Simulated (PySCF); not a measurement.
## Partial charges of `CO[C@@H]1[C@H]([SiH3])[C@@H]1S(C)(=O)=O`

Species: C5H12O3SSi.
Geometry (GFN2-xTB, Å), atoms numbered from 1 in this order:
```xyz
22
C5H12O3SSi angstrom
C      1.755   -1.741    0.597
O      0.535   -1.267    0.059
C      0.728   -0.356   -0.975
C      0.892    1.103   -0.689
Si     0.918    1.756    1.101
C     -0.381    0.593   -1.288
S     -1.808    0.632   -0.213
C     -2.440   -1.055   -0.034
O     -2.827    1.409   -0.865
O     -1.376    1.091    1.088
H      1.491   -2.406    1.416
H      2.320   -2.296   -0.161
H      2.367   -0.915    0.970
H      1.266   -0.792   -1.822
H      1.539    1.640   -1.373
H      0.780    0.757    2.148
H      2.364    2.118    1.153
H      0.217    3.026    1.196
H     -0.667    0.794   -2.309
H     -2.775   -1.387   -1.008
H     -1.638   -1.671    0.348
H     -3.271   -1.014    0.660
```

Density: PBE0/pcSseg-1 (PySCF); schemes: Mulliken, IAO, Hirshfeld and ESP-fitted. Geometry: GFN2-xTB, one conformer, isolated molecule.

**Question.** Atoms with like bonding are taken together and averaged. For which atoms does the sign change between the 4 schemes (beyond +0.03 e in one, beyond −0.03 e in another)?

**Answer.** C3.

**Question.** Which atoms carry the highest charge in the Mulliken, IAO, Hirshfeld and ESP-fitted schemes?

**Answer.** All schemes agree: Mulliken S7 (+1.013); IAO S7 (+1.997); Hirshfeld S7 (+0.535); ESP-fitted S7 (+1.042).

**Question.** Give the atomic charges in each scheme.

**Answer.** In e; atoms taken as equivalent share a row and are averaged (×n: the atom named and its like, n in all):

| atom | environment | Mulliken | IAO | Hirshfeld | ESP-fitted |
| --- | --- | --- | --- | --- | --- |
| C1 | methoxy carbon | -0.026 | -0.199 | -0.033 | -0.330 |
| O2 | ether oxygen | -0.509 | -0.388 | -0.110 | -0.175 |
| C3 | sp3 carbon bound to oxygen | +0.145 | +0.074 | +0.030 | -0.057 |
| C4 | sp3 carbon bound to silicon | -0.447 | -0.418 | -0.130 | -0.182 |
| Si5 | SiH3 silicon | +0.594 | +0.618 | +0.263 | +0.371 |
| C6 | sp3 carbon bound to sulfur | -0.349 | -0.371 | -0.067 | -0.294 |
| S7 | sulfonyl sulfur | +1.013 | +1.997 | +0.535 | +1.042 |
| C8 | S-methyl carbon | -0.348 | -0.625 | -0.123 | -0.680 |
| O9 | sulfonyl oxygen | -0.530 | -0.897 | -0.327 | -0.530 |
| O10 | sulfonyl oxygen | -0.577 | -0.867 | -0.249 | -0.471 |
| H11/H12/H13 | methyl hydrogen | +0.116 | +0.143 | +0.047 | +0.150 |
| H14 | methine hydrogen | +0.121 | +0.136 | +0.049 | +0.152 |
| H15 | methine hydrogen | +0.161 | +0.171 | +0.059 | +0.151 |
| H16/H17/H18 | Si–H hydrogen | -0.087 | -0.131 | -0.093 | -0.103 |
| H19 | methine hydrogen | +0.169 | +0.183 | +0.064 | +0.187 |
| H20/H21/H22 | methyl hydrogen | +0.166 | +0.183 | +0.058 | +0.225 |

Mean size of the charges over all atoms: IAO 0.378 e, Mulliken 0.277 e, ESP-fitted 0.275 e, Hirshfeld 0.120 e. Each set sums to the total charge, 0, to within 0.001 e. The ESP scheme is a least-squares fit of atom-centred charges to the potential on four shells outside the van der Waals surface, with the total charge fixed. The Hirshfeld scheme weights the molecular density at each point by an atom's share of the summed free-atom densities.

Some averages cover members that differ in this geometry: H16/H17/H18, ESP-fitted -0.193 to -0.052; H16/H17/H18, Mulliken -0.139 to -0.057; H16/H17/H18, IAO -0.174 to -0.106; H16/H17/H18, Hirshfeld -0.119 to -0.079 e.

**Question.** How many electrons does the ESP-fitted scheme count on Si5?

**Answer.** Z − q = 14 − (+0.371) ≈ 13.628.

**Question.** Sum the charges by element, for elements with more than one atom.

**Answer.** 
| element | atoms | Mulliken | IAO | Hirshfeld | ESP-fitted |
| --- | --- | --- | --- | --- | --- |
| C | 5 | -1.025 | -1.538 | -0.321 | -1.543 |
| O | 3 | -1.615 | -2.151 | -0.685 | -1.177 |
| H | 12 | +1.034 | +1.074 | +0.208 | +1.307 |
